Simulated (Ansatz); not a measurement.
`C[SiH](F)[SiH2]N` + `OC[SiH2]O` → `COC[SiH2]O` + `N[SiH2][SiH2]F`  (substitution at a C–Si bond)

Isolated molecules relaxed with PBE0-D4/def2-TZVP in Ansatz; ΔE leaves out vibrations. CCSD(T)/CBS adds triple-zeta CCSD(T) − MP2 to the extrapolated MP2 energy (def2 sets, frozen cores). DFT in def2-TZVPP. HSE06 is defined as in plane-wave codes. One conformer a species, not always the lowest.

`C[SiH](F)[SiH2]N`:

Cartesian coordinates in Å:
```
C 0.034 -0.075 -1.965
Si -1.125 -0.280 -0.519
F -1.924 -1.669 -0.695
Si 0.025 -0.310 1.530
N 1.173 0.982 1.475
H 0.785 -0.868 -1.993
H 0.550 0.887 -1.894
H -0.518 -0.091 -2.908
H -2.145 0.805 -0.546
H -0.885 -0.029 2.673
H 0.598 -1.674 1.760
H 1.569 1.323 2.337
H 1.864 1.000 0.742
```

`OC[SiH2]O`:

Cartesian coordinates in Å:
```
O -0.477 1.059 -1.457
C -0.978 0.112 -0.522
Si 0.441 -0.751 0.360
O 1.500 0.424 0.856
H 0.229 1.555 -1.030
H -1.578 -0.609 -1.086
H -1.662 0.587 0.199
H -0.055 -1.545 1.522
H 1.195 -1.615 -0.578
H 1.385 0.784 1.736
```

`COC[SiH2]O`:

Cartesian coordinates in Å:
```
C 1.621 -0.121 -0.734
O 0.620 0.861 -0.674
C -0.692 0.315 -0.743
Si -1.215 -0.375 0.947
O -0.606 0.662 2.072
H 1.549 -0.839 0.094
H 1.571 -0.680 -1.678
H 2.582 0.390 -0.674
H -1.354 1.146 -1.001
H -0.769 -0.420 -1.557
H -0.697 -1.753 1.175
H -2.697 -0.416 1.052
H 0.086 1.231 1.721
```

`N[SiH2][SiH2]F`:

```xyz
10

N     1.185    0.567    1.201
Si    0.703   -0.575    0.004
Si   -1.448    0.016   -0.720
F    -1.435    1.567   -1.162
H     1.075    1.551    1.014
H     2.011    0.399    1.754
H     1.601   -0.693   -1.187
H     0.655   -1.923    0.634
H    -1.883   -0.784   -1.896
H    -2.464   -0.124    0.357
```

Task: Is it downhill or uphill in electronic energy at CCSD(T)/CBS, and by how much? (An estimate is asked.)

Result: Computed: Uphill: ΔE = +89.7 kJ/mol.

Task: What do these levels give: BHLYP-D4, B2PLYP, HSE06, CCSD/def2-SVP, MP2/def2-QZVPP, MP2/CBS(def2)? (Estimate.)

Result: Ansatz gave: BHLYP-D4 83.4, B2PLYP 85.6, HSE06 89.6, CCSD/def2-SVP 68.4, MP2/def2-QZVPP 93.5, MP2/CBS(def2) 95.3 kJ/mol.

Largest T1 diagnostic among the species: 0.011.

In def2-TZVPP, CCSD(T) changes the Hartree–Fock value by +8.6 kJ/mol (the triples alone add +0.2 kJ/mol) and MP2 by +14.2 kJ/mol. At CCSD(T), def2-SVP lies −22.2 kJ/mol from the extrapolated value and def2-TZVPP −4.4 kJ/mol. Leaving LDA and LC-ωPBE aside and taking each functional with its dispersion term where it has one, the values, not all of them listed here, spread over 9.1 kJ/mol, from BLYP-D4 to r2SCAN0-D4.
